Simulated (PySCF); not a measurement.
SMILES [Cl][GeH2][Br] (H₂BrClGe), B3LYP/def2-SVP optimised geometry.

```
5

Ge    -0.44    -0.70     0.00
Cl    -1.11    -1.75    -1.77
Br    -1.17    -1.83     1.89
H      1.09    -0.70     0.00
H     -1.09     0.70     0.00
```

Density from B3LYP/def2-TZVP (PySCF) at that geometry.

Minimum of the electron density along straight lines between bonded atoms, close to the bond critical point (lines longer than 1.1 times the sum of covalent radii, or with two minima, are not listed):

```
bond     length / Å  ρ at the minimum / e bohr⁻³  ∇²ρ there / e bohr⁻⁵  position (fraction from the first atom)
-------  ----------  ---------------------------  --------------------  ---------------------------------------
Ge1–Cl2       2.170                        0.102                  0.15                                     0.43
Ge1–Br3       2.320                        0.092                  0.05                                     0.43
Ge1–H4        1.535                        0.137                  0.03                                     0.59
Ge1–H5        1.535                        0.137                  0.03                                     0.59
```
